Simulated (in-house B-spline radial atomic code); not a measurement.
## Ionising the titanium ion Ti³⁺ with different functionals

Computed with a B-spline radial code for spherical atoms: four-component Dirac-Coulomb Hamiltonian, Fermi nucleus of rms radius 3.5921 fm, spin-restricted, spherical fractional occupations for the functionals, and exact exchange of hybrids averaged over the configuration. The ionisation energy is the difference of two self-consistent energies, [Ar] 3d1 → [Ne] 3s2 3p6, without Breit or QED terms; ε is the level of the shell that loses the electron (mean over j). The electron is taken from both j subshells in proportion to 2j + 1, so the result is a j average, not the step between ground levels.

```
method                    rung  ΔSCF (eV)  -ε(3d) (eV)
  PBE0           global hybrid      43.30        37.07
 B3LYP           global hybrid      43.46        36.75
 B97-1           global hybrid      43.25        36.64
 wB97X  range-separated hybrid      43.05        39.45
```

Task: Among the functionals, which spreads more, the ΔSCF values or the orbital energies?

Result: The orbital energies: ΔSCF values span about 0.41 eV and the orbital energies 2.82 eV; here energy differences depend much less on the functional than eigenvalues do.

Task: How do they compare with the NIST value?

Result: NIST lists 43.267 eV (measured, ground level to ground level). Errors run from -0.21 to +0.19 eV; B97-1 is closest (-0.02 eV), but part of that can be cancellation, since the calculations leave out Breit-QED terms, spin polarisation, the choice among j levels, multiplet and fine-structure energies.
